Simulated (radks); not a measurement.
Spherical jellium clusters: N electrons in a uniform positive sphere of charge N and radius rs N^(1/3), rs = 4.18 bohr. Method: non-relativistic Kohn-Sham, LDA (Slater exchange, Perdew-Wang correlation), spin-polarised, spherical densities; computed with a radial shooting solver with Libxc functionals. Levels are named by radial order and angular momentum (1s, 1p, 1d, 2s, ...), and open shells are averaged over m.

N = 19, configuration 1s2 1p6 1d10 2s(up 1, down 0). This is the lowest configuration that the search found. Occupied and some empty levels:

level,occupation,eigenvalue (eV),<r> (bohr)
1s up,1,-4.8105,6.752
1s down,1,-4.6765,7.145
1p up,3,-4.0399,8.197
1p down,3,-3.9882,8.280
1d up,5,-3.1135,9.145
1d down,5,-3.0801,9.155
2s up,1,-2.7860,7.472
2s down,0,-2.5110,7.664
1f up,0,-2.0446,9.983
1f down,0,-2.0135,9.979
2p up,0,-1.5225,9.352
2p down,0,-1.4061,9.663
1g up,0,-0.87824,10.93
1g down,0,-0.84635,10.93

Energy (eV): total -35.8712, kinetic 29.932, external -1044.4, Hartree 516.94, exchange-correlation -66.718, background 528.42.

Electron density:

r (bohr),n(r) (e/bohr^3)
0.804,0.003629
2.15,0.003213
3.49,0.002929
4.83,0.003131
6.17,0.003640
7.52,0.003854
8.86,0.003242
10.2,0.001976
11.5,0.0008495
12.9,0.0002819
14.2,0.00008177
15.6,0.00002186
16.9,5.519e-06
